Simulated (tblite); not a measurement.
Isomers of C7H9FNP. Level: GFN2-xTB in tblite, geometry and Hessian alike; calculated harmonic values, unscaled, isolated species. Errors from tens to a few hundred cm⁻¹ against measured bands are possible. One conformer each.

Electronic energies: GFN2-xTB at the same geometries; isomer energies are rough at this level and their order can be wrong.

| SMILES | electronic energy, lowest = 0 (kJ/mol) |
| --- | --- |
| CP(N)c1cccc(F)c1 | 9.0 |
| CN(C)c1ccpc(F)c1 | 58.9 |
| N#CCCP1CC=C(F)C1 | 145.1 |
| FC1CP(n2cccc2)C1 | 0.0 |

How do GFN2-xTB zero-point energies change the relative energies?

| SMILES | ZPE (kJ/mol) | of it from modes above 1550 cm⁻¹ | electronic (kJ/mol) | with ZPE, lowest = 0 (kJ/mol) | lowest mode (cm⁻¹) | rings |
| --- | --- | --- | --- | --- | --- | --- |
| FC1CP(n2cccc2)C1 | 381.0 | 174.3 | 0.0 | 0.0 | 26 | 2 |
| CP(N)c1cccc(F)c1 | 374.8 | 187.3 | 9.0 | 2.8 | 29 | 1 |
| CN(C)c1ccpc(F)c1 | 380.1 | 171.5 | 58.9 | 57.9 | 19 | 1 |
| N#CCCP1CC=C(F)C1 | 374.3 | 184.6 | 145.1 | 138.4 | 37 | 1 |

The zero-point energies span 6.7 kJ/mol, from `N#CCCP1CC=C(F)C1` to `FC1CP(n2cccc2)C1`. The order is unchanged.

What do entropy and thermal enthalpy add at 298.15 K and 1 bar (rigid rotor, harmonic oscillator, one conformer each)?

```csv
SMILES,point group,symmetry number,S (J/(mol K)),H − H(0) (kJ/mol),ZPE + H − H(0) − TS (kJ/mol)
FC1CP(n2cccc2)C1,Cs,1,407.2,27.01,286.6
CP(N)c1cccc(F)c1,C1,1,425.3,30.46,278.4
N#CCCP1CC=C(F)C1,C1,1,431.4,30.35,276.0
```

Not tabulated: `CN(C)c1ccpc(F)c1` (lowest mode only 18 cm⁻¹).
